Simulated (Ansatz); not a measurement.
A run for Ansatz (an electronic-structure program): R-CCSD(T)/def2-TZVPP on I4Si (SMILES I[Si](I)(I)I). Elements past Kr take the def2 small-core potentials; no spin–orbit coupling.

Ansatz 0.2 input:
```yaml
crystal:
  periodic: [false, false, false]
  atoms:
    - {symbol: Si, position_ang: [-0.00009899, -0.00000286, -0.00007372]}
    - {symbol: I, position_ang: [1.42042567, 1.40028090, 1.42025626]}
    - {symbol: I, position_ang: [1.40697161, -1.41942629, -1.41476522]}
    - {symbol: I, position_ang: [-1.40143252, 1.42706657, -1.41279302]}
    - {symbol: I, position_ang: [-1.42586577, -1.40791832, 1.40737571]}
basis:
  gaussian:
    orbitals: def2-TZVPP
magnetization: {spin_polarized: false}
correlation: {method: ccsd_t, electrons: outside_noble_gas}
scf: {lower_state_search: off}
```

It printed:

```
WARN ansatz: RAYON_NUM_THREADS=4 ignored (pool sized by the plan → 4); use --threads N
Functional definition: HF
these checks for a lower state are left out or cut short: stability, starts, cluster_reference, orbital_swaps, neighbouring_geometries, increment
integrals: 1.55 GiB planned
2165 factors; integrals over basis functions are off by at most 6.7e-4 eV
mean field: 1.71 GiB planned
mean field evaluation 1: about -40155.1696 eV, gradient 2.3e1 eV
mean field evaluation 2: about -40155.2738 eV, gradient 2.3e1 eV
mean field evaluation 4: about -40157.1187 eV, gradient 2.9e0 eV
mean field evaluation 8: about -40157.1720 eV, gradient 6.5e-2 eV
mean field -40157.17201445 eV, -1475.7488520221 hartree, gradient 2.0e-6 eV, S^2 0.000000; 0 other end points of the search recorded, 0 dependent functions left out
41 core orbitals not correlated
reference -40157.17201445 eV, -1475.7488520221 hartree; 16, 16 occupied and 185, 185 virtual orbitals, 2165 factors
second order -18.07796459 eV of doubles, -0.00000000 eV of singles
coupled cluster: 3.74 GiB planned
cycle   1  -18.77943851 eV  change   -7.0e-1 eV  update   1.2e-1
cycle   2  -19.26362059 eV  change   -4.8e-1 eV  update   3.4e-2
cycle   3  -19.37487968 eV  change   -1.1e-1 eV  update   1.6e-2
cycle   4  -19.36637926 eV  change    8.5e-3 eV  update   3.8e-3
cycle   5  -19.36430329 eV  change    2.1e-3 eV  update   1.6e-3
cycle   6  -19.36391363 eV  change    3.9e-4 eV  update   4.5e-4
cycle   7  -19.36384468 eV  change    6.9e-5 eV  update   1.5e-4
cycle   8  -19.36389920 eV  change   -5.5e-5 eV  update   4.4e-5
cycle   9  -19.36390718 eV  change   -8.0e-6 eV  update   1.4e-5
perturbative correction -0.96335838 eV, -0.0354027676 hartree
Total energy: -40177.49928001 eV, -1476.4958652532 hartree
Checks for a lower state left out: stability, starts, cluster_reference, orbital_swaps, neighbouring_geometries, increment
```

The calculation finished and met its thresholds.

Cost: very roughly 5 core-minutes.
